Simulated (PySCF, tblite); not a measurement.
Isomers of C7H14NP. Computed values, GFN2-xTB/tblite, gas phase, harmonic and unscaled. Against measured fundamentals such values can be off by several per cent, at times by over 20. One conformer each.

Electronic energies: PBE0/pcSseg-1 single points on the GFN2-xTB geometries (PySCF, gas phase).

| SMILES | electronic energy, lowest = 0 (kcal/mol) |
| --- | --- |
| CP(C)(=N)C1=CCCC1 | 7.1 |
| C=CC[P@@](C)(=N)C(=C)C | 31.8 |
| CCN(C)P1CC=CC1 | 8.8 |
| CN=[P@]12CC[C@H](CC1)C2 | 6.5 |
| CCCP(CC)CC#N | 0.0 |

Problem. How do GFN2-xTB zero-point energies change the relative energies?

Solution. 
```
                 SMILES  ZPE (kcal/mol)  of it from modes above 1550 cm⁻¹  electronic (kcal/mol)  with ZPE, lowest = 0 (kcal/mol)  lowest mode (cm⁻¹)  rings
           CCCP(CC)CC#N           121.9                              63.1                    0.0                              0.0                  4i      0
CN=[P@]12CC[C@H](CC1)C2           124.3                              59.4                    6.5                              8.8                  85      2
      CP(C)(=N)C1=CCCC1           121.2                              63.0                    7.1                              6.4                  40      1
         CCN(C)P1CC=CC1           122.6                              61.9                    8.8                              9.5                  49      1
 C=CC[P@@](C)(=N)C(=C)C           118.9                              66.0                   31.8                             28.9                  28      0
```

The zero-point energies span 5.4 kcal/mol, from `C=CC[P@@](C)(=N)C(=C)C` to `CN=[P@]12CC[C@H](CC1)C2`. Slightly imaginary modes are left out of the zero-point energy: `CCCP(CC)CC#N` 3.7i cm⁻¹. The lowest isomer stays, but the order above it changes.

Problem. And how do the electronic energies of GFN2-xTB itself compare?

Solution. `CCCP(CC)CC#N` 29.3; `CN=[P@]12CC[C@H](CC1)C2` 0.0; `CP(C)(=N)C1=CCCC1` 16.5; `CCN(C)P1CC=CC1` 11.5; `C=CC[P@@](C)(=N)C(=C)C` 46.8 kcal/mol, lowest = 0. Against the energies above, taken from the same isomer `CCCP(CC)CC#N`, the largest difference is 35.8 kcal/mol.

Problem. What do entropy and thermal enthalpy add at 298.15 K and 1 bar (rigid rotor, harmonic oscillator, one conformer each)?

Solution. 
```csv
SMILES,point group,symmetry number,S (cal/(mol K)),H − H(0) (kcal/mol),ZPE + H − H(0) − TS (kcal/mol)
CN=[P@]12CC[C@H](CC1)C2,C1,1,95.8,6.70,102.4
CP(C)(=N)C1=CCCC1,C1,1,104.8,7.87,97.8
CCN(C)P1CC=CC1,C1,1,101.6,7.44,99.7
C=CC[P@@](C)(=N)C(=C)C,C1,1,111.2,8.61,94.4
```

Not tabulated: `CCCP(CC)CC#N` (lowest mode only 4i cm⁻¹).
